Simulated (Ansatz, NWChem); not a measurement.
**A ladder of methods for C2HClFIn (SMILES C#[C][In]([F])[Cl])**

C2HClFIn: 6 atoms, total charge 0, spin state singlet. As SMILES, `C#[C][In]([F])[Cl]`. The shape is that of a PBE0-D4/def2-TZVP optimisation.

```xyz
6

C     1.0883    0.3403    1.7008
C     0.4389    0.1201    0.7087
In   -0.6558   -0.2357   -0.9847
F    -1.7736   -1.8066   -1.1237
Cl   -0.7592    1.0495   -2.8809
H     1.6615    0.5324    2.5799
```

Quantity: the electronic atomisation energy, in eV. The values are calculated. Electronic energies at fixed atoms, without zero-point motion or spin-orbit coupling.

| level | kind | program | value (eV) |
| --- | --- | --- | --- |
| SVWN5/def2-SVP (core potential) | LDA | NWChem | 26.89 |
| BLYP/def2-SVP (core potential) | GGA | Ansatz | 22.60 |
| PBE/def2-SVP (core potential) | GGA | NWChem | 23.68 |
| r2SCAN/def2-SVP (core potential) | meta-GGA | Ansatz | 23.03 |
| r2SCAN0/def2-SVP (core potential) | hybrid meta-GGA | Ansatz | 22.34 |
| wB97M-V/def2-SVP (core potential) | range-separated hybrid | Ansatz | 23.24 |
| RPA@PBE0/def2-SVP (core potential) | RPA | Ansatz | 20.88 |
| MP2/def2-SVP (core potential) | perturbation theory | NWChem | 22.85 |
| CCSD/def2-SVP (core potential) | coupled cluster or CI | Ansatz | 21.36 |

Correlated wave functions underbind in double-zeta sets. The values span 20.88 to 26.89 eV. In the correlated wave-function rows the outer d shell of In is correlated, in sets not made for it.
